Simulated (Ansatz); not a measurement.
[CuI2]- (CuI2⁻). Total charge -1; singlet. Geometry r2SCAN-D4/def2-TZVPD.

```csv
atom,x (Å),y (Å),z (Å)
Cu1,0.000,0.000,0.000
I2,-0.362,-0.044,2.404
I3,0.362,0.044,-2.404
```

In the def2 sets I takes a core potential; there is no spin–orbit coupling.

(1) Estimate the orbital energies around the gap (eV) in Ansatz with PBE-D4/def2-SVPD, PBE-D4/def2-TZVPD, B97M-V/def2-TZVPD, ωB97X-V/def2-TZVPD, ωB97M-V/def2-TZVPD.

Results:

(1) 
```json
{"orbital": "HOMO−5", "PBE-D4/def2-SVPD": "-2.16", "PBE-D4/def2-TZVPD": "-2.17", "B97M-V/def2-TZVPD": "-2.41", "ωB97X-V/def2-TZVPD": "-5.83", "ωB97M-V/def2-TZVPD": "-5.70"}
{"orbital": "HOMO−4", "PBE-D4/def2-SVPD": "-1.38", "PBE-D4/def2-TZVPD": "-1.59", "B97M-V/def2-TZVPD": "-1.86", "ωB97X-V/def2-TZVPD": "-5.49", "ωB97M-V/def2-TZVPD": "-5.50"}
{"orbital": "HOMO−3", "PBE-D4/def2-SVPD": "-1.27", "PBE-D4/def2-TZVPD": "-1.59", "B97M-V/def2-TZVPD": "-1.86", "ωB97X-V/def2-TZVPD": "-5.47", "ωB97M-V/def2-TZVPD": "-5.36"}
{"orbital": "HOMO−2", "PBE-D4/def2-SVPD": "-1.27", "PBE-D4/def2-TZVPD": "-1.51", "B97M-V/def2-TZVPD": "-1.66", "ωB97X-V/def2-TZVPD": "-5.47", "ωB97M-V/def2-TZVPD": "-5.36"}
{"orbital": "HOMO−1", "PBE-D4/def2-SVPD": "-1.01", "PBE-D4/def2-TZVPD": "-1.14", "B97M-V/def2-TZVPD": "-1.40", "ωB97X-V/def2-TZVPD": "-4.73", "ωB97M-V/def2-TZVPD": "-4.67"}
{"orbital": "HOMO", "PBE-D4/def2-SVPD": "-1.01", "PBE-D4/def2-TZVPD": "-1.14", "B97M-V/def2-TZVPD": "-1.40", "ωB97X-V/def2-TZVPD": "-4.73", "ωB97M-V/def2-TZVPD": "-4.67"}
{"orbital": "LUMO", "PBE-D4/def2-SVPD": "2.43", "PBE-D4/def2-TZVPD": "2.48", "B97M-V/def2-TZVPD": "2.55", "ωB97X-V/def2-TZVPD": "3.77", "ωB97M-V/def2-TZVPD": "3.23"}
{"orbital": "LUMO+1", "PBE-D4/def2-SVPD": "2.93", "PBE-D4/def2-TZVPD": "2.66", "B97M-V/def2-TZVPD": "2.65", "ωB97X-V/def2-TZVPD": "3.81", "ωB97M-V/def2-TZVPD": "3.32"}
{"orbital": "LUMO+2", "PBE-D4/def2-SVPD": "3.59", "PBE-D4/def2-TZVPD": "3.05", "B97M-V/def2-TZVPD": "2.99", "ωB97X-V/def2-TZVPD": "4.06", "ωB97M-V/def2-TZVPD": "3.51"}
{"orbital": "LUMO+3", "PBE-D4/def2-SVPD": "3.59", "PBE-D4/def2-TZVPD": "3.05", "B97M-V/def2-TZVPD": "2.99", "ωB97X-V/def2-TZVPD": "4.06", "ωB97M-V/def2-TZVPD": "3.51"}
{"orbital": "LUMO+4", "PBE-D4/def2-SVPD": "3.91", "PBE-D4/def2-TZVPD": "3.35", "B97M-V/def2-TZVPD": "3.35", "ωB97X-V/def2-TZVPD": "4.70", "ωB97M-V/def2-TZVPD": "4.11"}
{"orbital": "LUMO+5", "PBE-D4/def2-SVPD": "3.92", "PBE-D4/def2-TZVPD": "3.56", "B97M-V/def2-TZVPD": "3.53", "ωB97X-V/def2-TZVPD": "4.70", "ωB97M-V/def2-TZVPD": "4.11"}
```
